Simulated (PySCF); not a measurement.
Molfile (atoms numbered from 1):
```
BF3H3P
     RDKit          3D

  8  7  0  0  0  0  0  0  0  0999 V2000
    1.0973   -0.0331    0.0716 B   0  0  0  0  0  0  0  0  0  0  0  0
   -0.7321    0.0151   -0.0602 P   0  0  0  0  0  0  0  0  0  0  0  0
   -1.4198   -0.8672   -1.1628 F   0  0  0  0  0  0  0  0  0  0  0  0
   -1.4070    1.3993   -0.3668 F   0  0  0  0  0  0  0  0  0  0  0  0
   -1.5730   -0.4244    1.1909 F   0  0  0  0  0  0  0  0  0  0  0  0
    1.3224   -1.2039    0.3116 H   0  0  0  0  0  0  0  0  0  0  0  0
    1.3135    0.7374    0.9888 H   0  0  0  0  0  0  0  0  0  0  0  0
    1.4524    0.3573   -1.0252 H   0  0  0  0  0  0  0  0  0  0  0  0
  1  2  1  0
  2  3  1  0
  2  4  1  0
  2  5  1  0
  1  6  1  0
  1  7  1  0
  1  8  1  0
M  CHG  2   1  -1   2   1
M  END
```

Geometry: PBE0-D3(BJ)/def2-SVP; GIAO shifts from PySCF 2.14.0 with density-fitted response routines, gas phase, non-relativistic, averaged over equivalent atoms.

At PBE0/STO-3G (32 basis functions, 1.9 s wall time on 1 thread of an Arm Neoverse V1, shared host):
```
   atoms  δ (ppm)
      B1    -41.7
      P2     92.9
F3/F4/F5   -118.2
H6/H7/H8     0.30
```

δ = σ(ref) − σ, references computed at the same level: ¹¹B (σ = 128.75 ppm) against BF3·OEt2; ³¹P (σ = 552.63 ppm) vs H3PO4; ¹⁹F (σ = 304.40 ppm) against CFCl3; ¹H (σ = 32.60 ppm) against TMS.

Question: Predict the values at WP04/pcSseg-2 on the same geometry.

Answer: 
| atoms | δ at WP04/pcSseg-2 | change |
| --- | --- | --- |
| B1 | -49.5 | -7.8 |
| P2 | 118.5 | +25.6 |
| F3/F4/F5 | -54.4 | +63.8 |
| H6/H7/H8 | 0.96 | +0.66 |

Scale: ¹¹B (σ = 94.19 ppm) vs BF3·OEt2; ³¹P (σ = 287.76 ppm) vs H3PO4; CFCl3 for ¹⁹F (σ = 177.34 ppm); ¹H (σ = 31.61 ppm) vs TMS (reference shieldings calculated alike).

The largest change is at F3/F4/F5 (fluorine bonded to P). Cost: 229 basis functions, 17 s wall time on 1 thread of an Arm Neoverse V1, shared host.

Unscaled 19F shifts against computed CFCl3 carry errors that often reach 10 to 50 ppm. Experimental scales use liquid or dissolved standards, which lie at an offset from isolated H3PO4.
